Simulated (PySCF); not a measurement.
**Calculated NMR parameters of CN(C)[SiH2][SiH2]O[SiH3]**

```
Formula                               : C2H13NOSi3
SMILES                                : CN(C)[SiH2][SiH2]O[SiH3]
InChI                                 : InChI=1S/C2H13NOSi3/c1-3(2)6-7-4-5/h6-7H2,1-2,5H3
Point group of the computed structure : C1
Degrees of unsaturation               : 0
Carbon signals                        : 1
Proton signals                        : 4
```

Numbering as in the mapped SMILES `[CH3:1][N:2]([CH3:3])[SiH2:4][SiH2:5][O:6][SiH3:7]`. Hydrogens are named by the atom that carries them.

- PBE0-D3(BJ)/def2-SVP geometry
- shieldings: GIAO B97-2/pcSseg-1
- run in PySCF
- in vacuum, one conformer, no relativistic terms, equivalent nuclei averaged

Shifts are taken against calculated references (same method and geometry level): ¹H and ¹³C and ²⁹Si vs TMS; ¹⁵N against NH3; H2O for ¹⁷O.

```tsv
carbon	δC, type	δH (multiplicity)	HMBC from (2–3 bonds)	span of the C tensor (ppm)
C1/C3	41.7, CH3	2.36 (s)	H(Si4), H(C1)/H(C3)	63
```

Other nuclei:
| atoms | nucleus | environment | δ (ppm) | σ (ppm) |
| --- | --- | --- | --- | --- |
| H(Si5) | ¹H | hydrogen on a silicon bonded to O, Si | 5.28 | 26.09 |
| H(Si7) | ¹H | hydrogen on a silicon bonded to O | 4.82 | 26.56 |
| H(Si4) | ¹H | hydrogen on a silicon bonded to N, Si | 4.74 | 26.63 |
| Si5 | ²⁹Si | silicon bonded to O, Si, 2 H | -27.8 | 385.2 |
| Si7 | ²⁹Si | silicon bonded to O, 3 H | -37.0 | 394.4 |
| Si4 | ²⁹Si | silicon bonded to N, Si, 2 H | -41.0 | 398.4 |
| N2 | ¹⁵N | nitrogen bonded to 2 C, Si | 5.2 | 257.7 |
| O6 | ¹⁷O | oxygen bonded to 2 Si | -20.2 | 351.9 |

1. Carbon types of the structure: 2 × CH3, leaving 7 H on heteroatoms.
2. δC 41.7: methyl carbon bonded to N; the inductive effect lowers its shielding.
3. δH 5.28: hydrogen on a silicon bonded to O, Si.
4. δH 4.82: hydrogen on a silicon bonded to O.
5. δH 4.74: hydrogen on a silicon bonded to N, Si.
6. δH 2.36: hydrogen on a methyl carbon bonded to N; its carbon carries N, which withdraws density.

Shifts are as computed. Against solution values, carbons near 30 ppm lie about +1 ppm off and those near 130 ppm about +2 ppm. Of 1309 compounds with measured shifts, 239 miss one by over three times the rms of a fit or turn the order of signals round; such compounds aren't used in these exercises. Experimental scales use liquid or dissolved standards, which lie at an offset from isolated NH3 (liquid NH3: subtract about 20 ppm) and H2O (liquid H2O: subtract about 36 ppm). No couplings were computed; multiplicities are counted from neighbouring protons, with m where these are inequivalent, close in shift, in a saturated or five-membered ring or joined by F or P, and br s for small geminal =CH2 splittings.
